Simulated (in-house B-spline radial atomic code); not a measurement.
## PBE0 excitations of Ca⁸⁺

Method: PBE0. Computed with a B-spline radial code for spherical atoms: linear response of the closed shell [Ne] 3s2 with the functional's adiabatic kernel; non-relativistic, point nucleus, no spin-orbit coupling, no double excitations, S, P, D and F terms only.

Command:
```bash
python run_td.py task.json out
```
Settings (radii: box in bohr, nucleus in fm):
```
Z                        20
electrons                12
configuration            [Ne] 3s2
hamiltonian              nr
method                   pbe0
box_radius               11.59
intervals                50
```

Run time, properties included: 0.4 s on 1 thread of Arm Neoverse N1 (shared host).

The lowest states, in the order of their Tamm-Dancoff energies; the method's threshold (minus the highest occupied level) is 180.14 eV. Labels give the largest channel, * marks a mixed state, and oscillator strengths are full-response dipole values. Semilocal kernels can invert the small singlet-triplet splittings of Rydberg terms. Energies in eV:

```csv
state,full response,Tamm-Dancoff,oscillator strength
3s → 3p 3P,16.381,16.875,-
3s → 3p 1P,25.832,26.632,1.01
3s → 3d 3D,47.60,47.74,-
3s → 3d 1D,51.72,51.74,-
3s → 4s 3S,93.05,93.05,-
3s → 4s 1S,94.95,94.98,-
3s → 4p 3P,100.90,100.91,-
3s → 4p 1P,?,?,?
3s → 4d 3D,111.64,111.65,-
3s → 4d 1D,111.91,111.91,-
3s → 4f 3F,115.32,115.34,-
3s → 4f 1F,?,?,-
3s → 5s 3S,129.87,129.87,-
3s → 5s 1S,130.42,130.44,-
3s → 5p 3P,133.46,133.46,-
3s → 5p 1P,133.64,133.65,0.0936
```

Where does 3s → 4f 1F lie?

At 116.09 eV in full response, 116.09 eV in Tamm-Dancoff.

Where does 3s → 4p 1P lie?

At 101.56 eV in full response, 101.59 eV in Tamm-Dancoff, oscillator strength 0.279.

How large is the singlet-triplet splitting of 3s → 3p (P terms) in Tamm-Dancoff?

9.76 eV, from the unrounded values.

What polarisabilities and dispersion coefficient does the method give?

Dipole 1.175 bohr³, quadrupole 0.656 bohr⁵, C6 1.062 hartree·bohr⁶ for two such species.
